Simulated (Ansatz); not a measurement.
A set of 12 reactions (redistribution), with CCSD(T)/CBS values in kJ/mol:

```json
{"reaction": "`C=C[Te][SiH3]` + `C[O][Ga]([OH])[Cl]` → `C=C[Te][SiH2]C` + `[OH][Ga]([OH])[Cl]`", "ΔE": "-108.5"}
{"reaction": "`[CH3][GeH]([OH])[Cl]` + `B[SiH2]COC` → `C[O][Ge]([CH3])([OH])[Cl]` + `B[SiH2]C`", "ΔE": "-152.4"}
{"reaction": "`C#[C][AlH][GeH3]` + `B[CH2][GeH2][Cl]` → `B[CH2][AlH][GeH3]` + `C#[C][GeH2][Cl]`", "ΔE": "22.3"}
{"reaction": "`[SiH3][B]1[O][GeH2]1` + `CO[Si](C)(N)O` → `C[B]1[O][GeH2]1` + `CO[Si](N)(O)[SiH3]`", "ΔE": "-1.8"}
{"reaction": "`CO[SiH](O)Cl` + `CO[SiH]([SiH3])Cl` → `CO[Si@H](Cl)[Si@H](O)Cl` + `CO[SiH3]`", "ΔE": "39.7"}
{"reaction": "`C[SiH2][GeH2][CH3]` + `[SiH3]P` → `C[SiH2][GeH2][PH2]` + `C[SiH3]`", "ΔE": "-20.9"}
{"reaction": "`[SiH3][B]1[O][GeH2]1` + `C[SiH2][NH][GeH3]` → `[SiH3][SiH2][NH][GeH3]` + `C[B]1[O][GeH2]1`", "ΔE": "-10.1"}
{"reaction": "`C[SiH](O)O[SiH](O)O` + `C[SiH](F)F` → `O[SiH](O)[SiH](F)F` + `CO[SiH](C)O`", "ΔE": "290.1"}
{"reaction": "`C=C[SiH](O)O[SiH2]O` + `C[SiH2]O[SiH2]N` → `C=C[Si@@H](O)O[Si@@H](C)O` + `N[SiH2]O[SiH3]`", "ΔE": "-3.0"}
{"reaction": "`[SiH3][GeH]1[CH2][O]1` + `FC[CH](F)[SnH3]` → `F[CH]([SiH3])[SnH3]` + `F[CH2][GeH]1[CH2][O]1`", "ΔE": "47.8"}
{"reaction": "`[GeH3][O][GeH3]` + `O[SiH](Cl)Br` → `[GeH3][Br]` + `O[SiH](Cl)[O][GeH3]`", "ΔE": "-85.0"}
{"reaction": "`C[SiH2]SS` + `O[AsH][SiH3]` → `C[SiH2][AsH]O` + `[SiH3]SS`", "ΔE": "3.5"}
```

Calculated with Ansatz (gas phase, PBE0-D4/def2-TZVP geometries, no zero-point term in ΔE). CCSD(T)/CBS adds triple-zeta CCSD(T) − MP2 to the extrapolated MP2 energy (def2 sets, frozen cores). This one scheme is used for every species. Functionals use def2-TZVPP. B3LYP here is the variant with VWN-RPA as its local correlation; programs differ in this. Elements past krypton have def2 core potentials. For As, Br, Ga, Ge, Sn, Te outer-core shells are correlated without core-valence functions, which leaves a few kJ/mol of doubt a bond. Scalar relativity is left out up to krypton. One conformer a species, not always the lowest.

(1) Give the mean, mean absolute and largest difference (level minus CCSD(T)/CBS, kJ/mol) for: PBE-D4, PBE0-D4, B3LYP-D4, ωB97M-V, B2PLYP, PBE0, B3LYP, HF/def2-TZVPP, CCSD/def2-TZVPP, CCSD(T)/def2-TZVPP, HF/def2-QZVPP, MP2/def2-QZVPP, SCS-MP2/def2-QZVPP, CCSD/CBS(def2). (Best estimate.)

The largest T1 diagnostic in the set is 0.016, for `[SiH3][B]1[O][GeH2]1` (customary mark 0.02).

CCSD(T)/CBS is a level of theory with its own doubt, and the functionals carry their triple-zeta basis error, so these figures describe this set and don't rank the functionals.

## Answers

(1) The calculation gave: 
```csv
level,mean,mean absolute,largest
PBE-D4,-2.7,7.5,-32.7
PBE0-D4,-2.1,5.1,-18.4
B3LYP-D4,-1.5,4.2,-13.3
ωB97M-V,-0.6,1.9,4.5
B2PLYP,-0.3,2.0,6.4
PBE0,-1.5,5.5,-20.2
B3LYP,-0.6,4.8,-16.8
HF/def2-TZVPP,1.1,5.0,17.8
CCSD/def2-TZVPP,0.0,1.5,5.6
CCSD(T)/def2-TZVPP,0.0,1.1,4.5
HF/def2-QZVPP,1.2,5.2,18.1
MP2/def2-QZVPP,-0.4,3.0,11.8
SCS-MP2/def2-QZVPP,-0.1,1.7,3.9
CCSD/CBS(def2),0.1,0.9,-3.0
```
